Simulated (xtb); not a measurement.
thiourea (CH₄N₂S), singlet, from a rough starting geometry; GFN2-xTB run with xtb.

Here is a job for xtb.
```
$ xtb mol.xyz --gfn 2 --opt vtight --json

# file mol.xyz
8

N      0.99579195    -0.46883899    -0.40492602
C      0.11630272     0.39429600     0.02143354
N     -1.15425474    -0.02087033     0.30816275
S      0.48916336     1.98582324     0.16198027
H      0.90102092    -1.44807445    -0.24847884
H      1.93313483    -0.14717448    -0.43368678
H     -1.43205034    -0.95180535     0.02353108
H     -1.88681674     0.71838763     0.48373827
```

The log (banner, timings and long lists left out):

```
   ID    Z sym.   atoms
    1    7 N      1, 3
    2    6 C      2
    3   16 S      4
    4    1 H      5-8

           -------------------------------------------------
          |                Calculation Setup                |
           -------------------------------------------------

           -------------------------------------------------
          |                 G F N 2 - x T B                 |
           -------------------------------------------------

          ...................................................
          :                      SETUP                      :
          :.................................................:
          :  # basis functions                  26          :
          :  # atomic orbitals                  25          :
          :  # shells                           13          :
          :  # electrons                        24          :
          :  max. iterations                   250          :
          :  Hamiltonian                  GFN2-xTB          :
          :  restarted?                      false          :
          :  GBSA solvation                  false          :
          :  PC potential                    false          :
          :  electronic temp.          300.0000000     K    :
          :  accuracy                    1.0000000          :
          :  -> integral cutoff          0.2500000E+02      :
          :  -> integral neglect         0.1000000E-07      :
          :  -> SCF convergence          0.1000000E-05 Eh   :
          :  -> wf. convergence          0.1000000E-03 e    :
          :  Broyden damping             0.4000000          :
          :  net charge                          0          :
          :  unpaired electrons                  0          :
          ...................................................

 iter      E             dE          RMSdq      gap      omega  full diag
   1    -13.3103145 -0.133103E+02  0.653E+00    4.37       0.0  T
   2    -13.4085834 -0.982689E-01  0.289E+00    3.14       1.0  T
   3    -13.4092423 -0.658885E-03  0.148E+00    3.00       1.0  T
   4    -13.4094404 -0.198161E-03  0.256E-01    2.86       1.0  T
   5    -13.4094416 -0.121490E-05  0.116E-01    2.88       1.0  T
   6    -13.4094595 -0.178758E-04  0.608E-02    2.86       1.0  T
   7    -13.4094636 -0.409670E-05  0.341E-02    2.87       1.0  T
   8    -13.4094637 -0.934434E-07  0.116E-02    2.87       3.0  T
[...]
         :: total energy             -13.256124327219 Eh    ::
 * total energy  :   -13.2561243 Eh     change       -0.1046434E-09 Eh
 * total energy  :   -13.2610704 Eh     change       -0.4946070E-02 Eh
 * total energy  :   -13.2615472 Eh     change       -0.4768235E-03 Eh
 * total energy  :   -13.2616135 Eh     change       -0.6624730E-04 Eh
 * total energy  :   -13.2616421 Eh     change       -0.2860699E-04 Eh
 * total energy  :   -13.2616463 Eh     change       -0.4254585E-05 Eh
 * total energy  :   -13.2616478 Eh     change       -0.1442167E-05 Eh
 * total energy  :   -13.2616485 Eh     change       -0.7601956E-06 Eh
 * total energy  :   -13.2616490 Eh     change       -0.4518591E-06 Eh
 * total energy  :   -13.2616492 Eh     change       -0.2334382E-06 Eh
 * total energy  :   -13.2616493 Eh     change       -0.7835818E-07 Eh
   *** GEOMETRY OPTIMIZATION CONVERGED AFTER 11 ITERATIONS ***
         :: total energy             -13.261649295784 Eh    ::
[...]
     2   6 C        2.796     0.222    23.322     7.911
     3   7 N        2.708    -0.258    26.691     7.673
     4  16 S        1.112    -0.458   159.489    21.356
     5   1 H        0.860     0.174     1.246     1.749
     6   1 H        0.860     0.201     1.099     1.642
     7   1 H        0.860     0.174     1.246     1.749
     8   1 H        0.860     0.201     1.099     1.642

 Mol. C6AA /au·bohr⁶  :       1026.545782
 Mol. C8AA /au·bohr⁸  :      31511.017137
 Mol. α(0) /au        :         51.395305

Wiberg/Mayer (AO) data.
largest (>0.10) Wiberg bond orders for each atom

 ---------------------------------------------------------------------------
     #   Z sym  total        # sym  WBO       # sym  WBO       # sym  WBO
 ---------------------------------------------------------------------------
     1   7 N    3.343 --     2 C    1.243     5 H    0.944     6 H    0.942
                             4 S    0.131
     2   6 C    3.959 --     4 S    1.472     1 N    1.243     3 N    1.243
     3   7 N    3.343 --     2 C    1.243     7 H    0.944     8 H    0.942
                             4 S    0.130
     4  16 S    1.780 --     2 C    1.472     1 N    0.131     3 N    0.130
     5   1 H    0.970 --     1 N    0.944
     6   1 H    0.959 --     1 N    0.942
     7   1 H    0.970 --     3 N    0.944
     8   1 H    0.959 --     3 N    0.942
 ---------------------------------------------------------------------------

Topologies differ in total number of bonds
Writing topology from bond orders to xtbtopo.mol

molecular dipole:
                 x           y           z       tot (Debye)
 q only:       -0.461      -1.932      -0.168
   full:       -0.556      -2.333      -0.203       6.119
molecular quadrupole (traceless):
                xx          xy          yy          xz          yz          zz
 q only:        6.724      -3.278      -6.840      -1.274      -0.301       0.116
  q+dip:        8.617      -4.102      -8.110      -0.949      -0.437      -0.506
   full:        8.129      -3.907      -7.755      -0.758      -0.459      -0.374

optimized geometry written to: xtbopt.xyz

           -------------------------------------------------
          | TOTAL ENERGY              -13.261649295784 Eh   |
          | GRADIENT NORM               0.000056709953 Eh/α |
          | HOMO-LUMO GAP               2.794609761691 eV   |
           -------------------------------------------------

normal termination of xtb
```
